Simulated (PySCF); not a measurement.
CH3BBrF. Atoms are numbered in the order given.

```xyz
7

B     -0.0197    -0.8426     0.4150
F     -1.0776    -1.6132     0.2351
Br    -0.0588     0.8859    -0.4560
C      1.2089    -1.3201     1.2475
H      1.7029    -0.4973     1.7838
H      1.9568    -1.7340     0.5454
H      0.9398    -2.1216     1.9526
```
Charge 0, spin multiplicity 1.

Geometry optimised at B3LYP-D3(BJ)/def2-SVP.

Method: TDA-M06-2X/def2-SVPD (PySCF 2.14.0).

Vertical excitations. Isolated molecule, no solvent.

Computed lowest excited states:
| state | energy (eV) | λ (nm) | f | main pairs |
|---|---|---|---|---|
| S1 | 6.31 | 197 | 0.001 | HOMO→LUMO 95 % |
| S2 | 7.22 | 172 | 0.001 | HOMO−2→LUMO 92 % |
| S3 | 7.32 | 169 | 0.118 | HOMO−1→LUMO 89 % |
| S4 | 7.64 | 162 | 0.069 | HOMO→LUMO+1 85 % |
| S5 | 8.02 | 155 | 0.065 | HOMO−1→LUMO+1 83 % |
| S6 | 8.29 | 150 | 0.010 | HOMO→LUMO+2 68 % |
| S7 | 8.69 | 143 | 0.010 | HOMO−1→LUMO+2 60 %, HOMO−1→LUMO+5 12 %, HOMO−1→LUMO+1 9 % |
| S8 | 8.86 | 140 | 0.001 | HOMO→LUMO+4 85 % |
| S9 | 9.00 | 138 | 0.126 | HOMO−2→LUMO+1 70 % |
| S10 | 9.07 | 137 | 0.002 | HOMO→LUMO+3 66 %, HOMO−1→LUMO+4 13 % |
| T1 | 6.14 | 202 | 0 | HOMO→LUMO 91 % |
| T2 | 6.37 | 194 | 0 | HOMO−1→LUMO 94 % |
| T3 | 6.88 | 180 | 0 | HOMO−2→LUMO 89 % |
| T4 | 7.41 | 167 | 0 | HOMO→LUMO+1 68 %, HOMO→LUMO+2 14 % |
Triplets are in the Tamm–Dancoff approximation.
